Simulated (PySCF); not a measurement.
Molecule: diiodomethane, SMILES ICI, singlet. Atoms near the plane z = 0.8 Å, at the PBE0/def2-SVP optimised geometry (x, y, z in Å): I1 (-0.9, 1.3, 0.0), C2 (-0.2, -0.8, 0.0), H4 (0.9, -0.8, 0.0), H5 (-0.6, -1.3, 0.9).

Method: PBE0/def2-TZVP, def2 effective core potentials past Kr (PySCF). The core electrons that the potentials of I replace are not part of the density. The values are rescaled to run from 0 to 1.

```
|00000000111111111000000000000|
|00000001111111111100000000000|
|00000011112222211110000000000|
|00000011223333221111000000000|
|00000112234444332111000000000|
|00000112345665432211100000000|
|00000112457887543211100000000|
|00000113468998653221100000000|
|00000012468999754221100000000|
|00000012467898753221100000000|
|00000001346787643211100000000|
|00000001234565433211100000000|
|00000000122344322111000000000|
|00000000011222221111000000000|
|00000000000111111110000000000|
|00000000000000000000000000000|
|00000000000000000000000000000|
|00000000000000000000000000000|
|00000000000000000000000000000|
|00000000000000000000000000000|
|00000000000000000000000000000|
|00000000000000000000000000000|
|00000000000000000000000000000|
|00000000000000000000000000000|
|00000000000000000000000000000|
|00000000000000000000000000000|
|00000000000000000000000000000|
|00000000000000000000000000000|
|00000000000000000000000000000|
```
Scale: ten equal steps from 0.000 (start of '0') to 1.00 (end of '9'), in the order '0123456789'; x runs from -3.50 to 3.50, y from -3.50 (bottom) to 3.50 (top).

Q: Which quantity is mapped?
A. electron localisation function
B. Laplacian of the electron density
C. an orbital amplitude
D. deformation density (molecule minus spherical neutral atoms)

A: C, an orbital amplitude. In full: HOMO amplitude (bohr^(-3/2)).
